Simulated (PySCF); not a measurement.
Ga(H)2(Me) (CH5Ga), SMILES [CH3][GaH2].

Geometry: TPSSh-D3(BJ)/def2-TZVP.

All values below come from TPSSh-D3(BJ)/def2-TZVP run with PySCF 2.14.0.

Frequencies are harmonic and unscaled.

```csv
mode,ν (cm⁻¹),IR (km/mol),moving atoms (share of kinetic energy)
1,4,0.0,H 100 %
2,406,31.2,H 97 %
3,499,42.1,H 95 %
4,564,37.1,"C 62 %, H 20 %, Ga 18 %"
5,735,104.4,"H 83 %, C 13 %"
6,767,163.1,H 96 %
7,783,73.7,"H 81 %, C 17 %"
8,1238,4.8,"H 82 %, C 18 %"
9,1462,0.8,H 95 %
10,1469,1.9,H 95 %
11,1954,281.1,H 98 %
12,1957,149.9,H 99 %
13,3019,8.7,H 97 %
14,3085,14.4,"H 91 %, C 9 %"
15,3118,13.9,"H 91 %, C 9 %"
```
